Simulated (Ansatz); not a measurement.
Consider the β-hydride elimination: `CN[SiH](C)N` → `C[SiH2]N` + `C=N`.

Gas-phase electronic energies from Ansatz, PBE0-D4/def2-TZVP geometries. CCSD(T)/CBS adds triple-zeta CCSD(T) − MP2 to the extrapolated MP2 energy (def2 sets, frozen cores). This one scheme is used for every species. Functionals use def2-TZVPP. B3LYP here is the variant with VWN-RPA as its local correlation; programs differ in this. One conformer a species, not always the lowest.

```tsv
level	ΔE (kcal/mol)	difference from CCSD(T)/CBS
r2SCAN-D4	47.6	1.9
B3LYP-D4	44.6	-1.1
ωB97M-V	46.6	0.9
PBE	42.9	-2.8
HF/def2-TZVPP	39.4	-6.3
MP2/def2-TZVPP	47.6	1.9
HF/def2-QZVPP	39.5	-6.2
SCS-MP2/def2-QZVPP	45.0	-0.7
HF/CBS(def2)	39.5	-6.2
CCSD/CBS(def2)	45.8	0.1
CCSD(T)/CBS	45.7	0
```

Largest T1 diagnostic among the species: 0.012.

In def2-TZVPP, CCSD(T) changes the Hartree–Fock value by +4.7 kcal/mol (the triples alone add −0.1 kcal/mol) and MP2 by +8.2 kcal/mol. The D4 term adds +4.3 kcal/mol with B3LYP and +2.4 kcal/mol with PBE0; it sums over pairs of atoms, weighted by their polarisabilities, and B3LYP, whose exchange is more repulsive, gets the larger term.
